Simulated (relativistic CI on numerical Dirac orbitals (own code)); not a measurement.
**Hyperfine structure of Cl7+, mass number 35**

Computed by Dirac-Coulomb-Breit CI, separate exchange-only KLI orbitals for each configuration, QED by a radiative potential, unscaled Slater integrals (own radial code, finite nucleus).

CI space (outside the closed core 1s2): 2s2.2p6, 2s2.2p5.3s, 2s2.2p5.3p, 2s2.2p5.3d, 2s.2p6.3s, 2s2.2p5.4s, 2s2.2p5.4p, 2s.2p6.3p, 2s2.2p5.4d, 2s2.2p5.4f, 2s.2p6.3d, 2s2.2p4.3s2, 2s2.2p4.3s.3p, 2s2.2p4.3p2, 2s.2p6.4s, 2s2.2p4.3s.3d. Levels of other configurations are missing.

Nuclear spin I = 3/2, μ = 0.8217 μN, Q = -0.0817 b (tables of Stone and Pyykkö). The electronic factors are computed for point nuclear moments, without core polarisation or the Bohr-Weisskopf and QED corrections.

| Level | E (cm⁻¹) | A (MHz) | B (MHz) |
| --- | --- | --- | --- |
| 2s2.2p5.3s 3P°_2 | 1676299 | 4751 | 838 |
| 2s2.2p5.3s 3P°_1 | 1681980 | 3255 | -158 |
| 2s2.2p5.3s 1P°_1 | 1697462 | 10840 | 575 |
| 2s2.2p5.3p 3D_3 | 1803393 | 1780 | 700 |
| 2s2.2p5.3p 3D_2 | 1804661 | 3034 | 715 |
| 2s2.2p5.3p 3D_1 | 1809417 | 4832 | 444 |
| 2s2.2p5.3p 3P_2 | 1814417 | 1929 | 212 |
| 2s2.2p5.3p 1P_1 | 1819396 | 6131 | -335 |

Levels with J = 0, under 50 % of one LS term, or S terms without an open s electron are left out. Small factors come from cancelling terms and can be off by tens of per cent or more.

At this charge configurations can still be misplaced by up to about 7 % of their energy.

(1) Give the hyperfine levels of 2s2.2p5.3s 3P°_2 relative to its centre of gravity.

## Answers

(1) With K = F(F + 1) − I(I + 1) − J(J + 1), E = AK/2 + B[¾K(K + 1) − I(I + 1)J(J + 1)]/[2I(2I − 1)J(2J − 1)]: F = 1/2: -20640, F = 3/2: -14250, F = 5/2: -2899, F = 7/2: 14460 MHz.

LS names give the leading component of a level, which can be under half, so a name can repeat, a term be missing and a line seem to break the LS rules.
